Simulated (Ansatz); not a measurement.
Reaction (atomization): `F[Si](F)(Cl)I` → Cl• + 2 F• + I• + Si•

Gas-phase electronic energies from Ansatz, PBE0-D4/def2-TZVP geometries. CCSD(T)/CBS is the MP2 limit (def2-TZVPP, def2-QZVPP) plus CCSD(T) − MP2 in def2-TZVPP, frozen cores. This one scheme is used for every species, atoms too. Functionals use def2-TZVPP. B3LYP here is the variant with VWN-RPA as its local correlation; programs differ in this. HSE06 is defined as in plane-wave codes. No spin–orbit coupling; open shells (•) take unrestricted orbitals. Spin–orbit coupling would lower the free atoms: a little for Cl, F, Si; strongly for I. Elements past krypton have def2 core potentials. For I outer-core shells are correlated without core-valence functions, so the limit isn't a true one: a few kJ/mol of doubt a bond, and 10 to 20 or more in all where bonds break to atoms.

```
             level  ΔE (kJ/mol)
          HSE06-D4       1842.8
             B3LYP       1788.7
         CAM-B3LYP       1823.0
      MP2/def2-SVP       1750.2
   CCSD/def2-TZVPP       1759.2
     HF/def2-QZVPP       1364.9
CCSD(T)/def2-QZVPP       1853.2
    CCSD/CBS(def2)       1840.3
```

**Question.** What does CCSD(T)/CBS give? (Estimate.)

**Answer.** Ansatz gave: +1881.3 kJ/mol. The listed levels differ from it by -38.5, -92.6, -58.3, -131.1, -122.1, -516.4, -28.1, -41.0 kJ/mol.

Largest T1 diagnostic among the species: 0.012.

In def2-TZVPP, CCSD(T) changes the Hartree–Fock value by +444.3 kJ/mol (the triples alone add +41.0 kJ/mol) and MP2 by +558.4 kJ/mol; breaking electron pairs costs correlation energy, which Hartree–Fock lacks. From r2SCAN to r2SCAN0 (25 % exact exchange), in def2-TZVPP and without D4, ΔE moves by −53.4 kJ/mol: exact exchange takes away binding that semilocal exchange gives to molecules. The D4 term adds +31.3 kJ/mol with B3LYP and +16.1 kJ/mol with PBE0; it sums over pairs of atoms, weighted by their polarisabilities, and B3LYP, whose exchange is more repulsive, gets the larger term.

For atomizations the MP2-based limit and the directly extrapolated one differ by several kJ/mol either way, and by 10 to 25 for some Ge, Se and Sn compounds, so smaller differences from it don't rank the levels.
